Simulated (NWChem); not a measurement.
System: Si$_{4}$H$_{8}$O; SMILES [SiH2]1[SiH2][SiH2]O[SiH2]1

The following NWChem deck was run.

```
start job
memory heap 200 mb stack 900 mb global 1100 mb
geometry units angstroms noautosym nocenter noautoz
  O      0.000000     0.000000    -1.664140
  Si     1.529977     0.151307    -0.998478
  Si     1.164240    -0.189480     1.316086
  Si    -1.164240     0.189480     1.316086
  Si    -1.529977    -0.151307    -0.998478
  H      2.436211    -0.858532    -1.620689
  H      2.069035     1.516190    -1.282829
  H      1.937087     0.734986     2.200978
  H      1.459940    -1.606526     1.697942
  H     -1.459940     1.606526     1.697942
  H     -1.937087    -0.734986     2.200978
  H     -2.069035    -1.516190    -1.282829
  H     -2.436211     0.858532    -1.620689
end
basis spherical
  * library 6-31g*
end
dft
  xc b3lyp
  iterations 150
end
property
  shielding 7 1 2 3 6 7 8 9
end
task dft property
```

Excerpt of the output:

```
             Northwest Computational Chemistry Package (NWChem) 7.3.0
             --------------------------------------------------------

                             Geometry "geometry" -> ""
                             -------------------------

 Output coordinates in angstroms (scale by  1.889725989 to convert to a.u.)

  No.       Tag          Charge          X              Y              Z
 ---- ---------------- ---------- -------------- -------------- --------------
    1 O                    8.0000     0.00000000     0.00000000    -1.66414000
    2 Si                  14.0000     1.52997700     0.15130700    -0.99847800
    3 Si                  14.0000     1.16424000    -0.18948000     1.31608600
    4 Si                  14.0000    -1.16424000     0.18948000     1.31608600
    5 Si                  14.0000    -1.52997700    -0.15130700    -0.99847800
    6 H                    1.0000     2.43621100    -0.85853200    -1.62068900
    7 H                    1.0000     2.06903500     1.51619000    -1.28282900
    8 H                    1.0000     1.93708700     0.73498600     2.20097800
    9 H                    1.0000     1.45994000    -1.60652600     1.69794200
   10 H                    1.0000    -1.45994000     1.60652600     1.69794200
   11 H                    1.0000    -1.93708700    -0.73498600     2.20097800
   12 H                    1.0000    -2.06903500    -1.51619000    -1.28282900
   13 H                    1.0000    -2.43621100     0.85853200    -1.62068900

 Effective nuclear repulsion energy (a.u.)     433.2046403763

                              NWChem Property Module
                              ----------------------

  itol2e modified to match energy
  convergence criterion.

                                 NWChem DFT Module
                                 -----------------

 Summary of "ao basis" -> "ao basis" (spherical)
 ------------------------------------------------------------------------------
       Tag                 Description            Shells   Functions and Types
 ---------------- ------------------------------  ------  ---------------------
 O                           6-31g*                  6       14   3s2p1d
 Si                          6-31g*                  8       18   4s3p1d
 H                           6-31g*                  2        2   2s

  itol2e modified to match energy
  convergence criterion.

            General Information
            -------------------
          SCF calculation type: DFT
          Wavefunction type:  closed shell.
          No. of atoms     :    13
          No. of electrons :    72
           Alpha electrons :    36
            Beta electrons :    36
          Charge           :     0
          Spin multiplicity:     1
          Use of symmetry is: off; symmetry adaption is: off
          Maximum number of iterations: 150
          AO basis - number of functions:   102
                     number of shells:    54
          Convergence on energy requested:  1.00D-07
          Convergence on density requested:  1.00D-05
          Convergence on gradient requested:  5.00D-04

              XC Information
              --------------
                         B3LYP Method XC Potential
                     Hartree-Fock (Exact) Exchange  0.200
                        Slater Exchange Functional  0.800 local
                    Becke 1988 Exchange Functional  0.720 non-local
              Lee-Yang-Parr Correlation Functional  0.810
                  VWN I RPA Correlation Functional  0.190 local

[...]

          -----------------------------------------
          Chemical Shielding Tensors (GIAO, in ppm)
          -----------------------------------------

                                NWChem CPHF Module
                                ------------------

  scftype          =     RHF
  nclosed          =       36
  nopen            =        0
  variables        =     2376
  # of vectors     =        3
  tolerance        = 0.10D-03
  level shift      = 0.00D+00
  max iterations   =       50
  max subspace     =       30

 SCF residual:    1.1789721282405387E-004

Iterative solution of linear equations
  No. of variables     2376
  No. of equations        3
  Maximum subspace       30
        Iterations       50
       Convergence  1.0D-04

   iter   nsub   residual    time
   ----  ------  --------  ---------
     1      3    5.23D-01      60.7
     2      6    1.44D-02      65.5
     3      9    9.14D-04      70.3
     4     12    4.25D-05      74.9

      Atom:    1  O
        Diamagnetic
    421.8090      5.9493      0.0000
      5.9493    375.0226      0.0000
      0.0000      0.0000    384.0943

        Paramagnetic
   -196.0040    -33.6412     -0.0000
    -33.6412    -12.6022      0.0000
     -0.0000      0.0000    -18.6332

        Total Shielding Tensor
    225.8050    -27.6919     -0.0000
    -27.6919    362.4204      0.0000
     -0.0000      0.0000    365.4612

           isotropic =     317.8955
          anisotropy =      74.8869

          Principal Components and Axis System
                 1           2           3
              367.8201    365.4612    220.4052

      1        -0.1914      0.0000      0.9815
      2         0.9815     -0.0000      0.1914
      3         0.0000      1.0000      0.0000

      Atom:    2  Si
        Diamagnetic
    884.6979      1.0281      0.8366
      1.0281    874.3871     -0.4587
      0.8366     -0.4587    882.0830

        Paramagnetic
   -411.4613      6.9465     44.5835
      6.9465   -537.1842     -2.7315
     44.5835     -2.7315   -471.9584

        Total Shielding Tensor
    473.2366      7.9746     45.4201
      7.9746    337.2029     -3.1902
     45.4201     -3.1902    410.1246

           isotropic =     406.8547
          anisotropy =     135.4915

          Principal Components and Axis System
                 1           2           3
              497.1824    387.2202    336.1616

      1         0.8866     -0.4537     -0.0902
      2         0.0350     -0.1286      0.9911
      3         0.4613      0.8818      0.0981

      Atom:    3  Si
        Diamagnetic
    885.1184     -0.6085     -0.1743
     -0.6085    878.3819     -0.4927
     -0.1743     -0.4927    884.1250

        Paramagnetic
   -392.3256      7.3927     -2.8837
      7.3927   -378.9623      6.9763
     -2.8837      6.9763   -393.1133

        Total Shielding Tensor
    492.7928      6.7842     -3.0579
      6.7842    499.4196      6.4837
     -3.0579      6.4837    491.0118

           isotropic =     494.4081
          anisotropy =      15.8001

          Principal Components and Axis System
                 1           2           3
              504.9414    494.9577    483.3250

      1         0.4020     -0.7166      0.5699
      2         0.8607      0.0834     -0.5022
      3         0.3124      0.6924      0.6504

      Atom:    4  H
        Diamagnetic
     31.3729     -6.4181     -4.7019
     -6.4181     28.2126      4.1501
     -4.7019      4.1501     27.4101

        Paramagnetic
     -2.0897      3.3657      2.8247
      3.3657     -3.7070     -2.3171
      2.8247     -2.3171     -1.7775

        Total Shielding Tensor
     29.2831     -3.0525     -1.8772
     -3.0525     24.5057      1.8329
     -1.8772      1.8329     25.6325

           isotropic =      26.4738
          anisotropy =       7.9750

          Principal Components and Axis System
                 1           2           3
               31.7905     24.9279     22.7030

      1         0.8157      0.4894      0.3083
      2        -0.4371      0.1726      0.8827
      3        -0.3788      0.8548     -0.3547

      Atom:    5  H
        Diamagnetic
     27.5992      6.5134     -1.8659
      6.5134     34.3466     -3.4953
     -1.8659     -3.4953     25.3707

        Paramagnetic
      0.1141     -2.3597      1.2822
     -2.3597     -6.8459      1.5221
      1.2822      1.5221     -0.6832

        Total Shielding Tensor
     27.7133      4.1537     -0.5837
      4.1537     27.5006     -1.9732
     -0.5837     -1.9732     24.6875

           isotropic =      26.6338
          anisotropy =       8.3461

          Principal Components and Axis System
                 1           2           3
               32.1979     24.9104     22.7932

      1         0.6767      0.5383     -0.5023
      2         0.6975     -0.2502      0.6715
      3        -0.2358      0.8048      0.5447

      Atom:    6  H
        Diamagnetic
     29.5684      4.6396      5.2393
      4.6396     27.9577      5.2946
      5.2393      5.2946     30.4391

        Paramagnetic
     -0.7033     -1.8544     -1.9268
     -1.8544      0.4547     -2.1749
     -1.9268     -2.1749     -1.6165

        Total Shielding Tensor
     28.8651      2.7851      3.3125
      2.7851     28.4125      3.1197
      3.3125      3.1197     28.8226

           isotropic =      28.7001
          anisotropy =       9.2422

          Principal Components and Axis System
                 1           2           3
               34.8615     25.8476     25.3910

      1         0.5850     -0.7147     -0.3834
      2         0.5437      0.6964     -0.4684
      3         0.6018      0.0655      0.7960

      Atom:    7  H
        Diamagnetic
     26.0802     -4.0002      1.5073
     -4.0002     35.8870     -4.6479
      1.5073     -4.6479     26.2535

        Paramagnetic
      0.6169      1.2246     -0.4449
      1.2246     -3.2550      2.1565
     -0.4449      2.1565      0.3704

[...]
```

Level: B3LYP/6-31G* (spherical d), GIAO. All runs use the structure optimised with PBE0/def2-SVP. The output numbers the shielded atoms by their place in the input's list. The printed shielding anisotropy is the first printed principal value minus the mean of the other two.
